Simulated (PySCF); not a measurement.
A species of formula C3H7NOSi has this rotational fingerprint, computed with PBE0-D3(BJ)/def2-SVP geometry optimisation, gas phase in PySCF 2.14.0:

- Rotational constants: A = 5411, B = 1514, C = 1248 MHz
- Dipole components: |μa| = 2.47 D, |μb| = 1.65 D, |μc| = 0.91 D
- Inertial defect: -22.38 u·Å²
- κ: -0.87

**Question.** Which candidate fits, each taken in the one conformer that was computed?
A. `[O:1]=[CH:2][NH:3][SiH:4]1[CH2:5][CH2:6]1` with O1–C2–N3–Si4 1°, C2–N3–Si4–C5 -151°
B. `[CH3:1][CH2:2][O:3][SiH2:4][C:5]#[N:6]` with C1–C2–O3–Si4 179°, C2–O3–Si4–C5 58°
C. `[CH3:1][O:2][Si@H:3]([CH3:4])[C:5]#[N:6]` with C1–O2–Si3–C4 174°
D. `[CH2:1]=[CH:2][SiH2:3][C:4]([NH2:5])=[O:6]` with C1–C2–Si3–C4 -102°, C2–Si3–C4–N5 13°, Si3–C4–N5–H 0° and 178°

**Answer.** B. It is CCO[SiH2]C#N, an asymmetric top, point group C1. The candidates at the same level (rigid rotor, commonest isotopes):

```json
{"SMILES": "O=CN[SiH]1CC1", "A (MHz)": "7372", "B (MHz)": "1731", "C (MHz)": "1595", "μa (D)": "1.15", "μb (D)": "3.00", "μc (D)": "0.81", "Δ (u·Å²)": "-43.75", "point group": "C1", "rotor": "near-prolate asymmetric top"}
{"SMILES": "CO[Si@H](C)C#N", "A (MHz)": "3076", "B (MHz)": "2516", "C (MHz)": "1512", "μa (D)": "2.43", "μb (D)": "1.85", "μc (D)": "0.72", "Δ (u·Å²)": "-30.93", "point group": "C1", "rotor": "asymmetric top"}
{"SMILES": "CCO[SiH2]C#N", "A (MHz)": "5411", "B (MHz)": "1514", "C (MHz)": "1248", "μa (D)": "2.47", "μb (D)": "1.65", "μc (D)": "0.91", "Δ (u·Å²)": "-22.38", "point group": "C1", "rotor": "asymmetric top"}
{"SMILES": "C=C[SiH2]C(N)=O", "A (MHz)": "5600", "B (MHz)": "1692", "C (MHz)": "1387", "μa (D)": "3.02", "μb (D)": "2.94", "μc (D)": "0.26", "Δ (u·Å²)": "-24.43", "point group": "C1", "rotor": "asymmetric top"}
```

`CO[Si@H](C)C#N` has B 66 % too high; `C=C[SiH2]C(N)=O` has B 12 % too high; `O=CN[SiH]1CC1` has A 36 % too high. No structure here is proved a minimum.
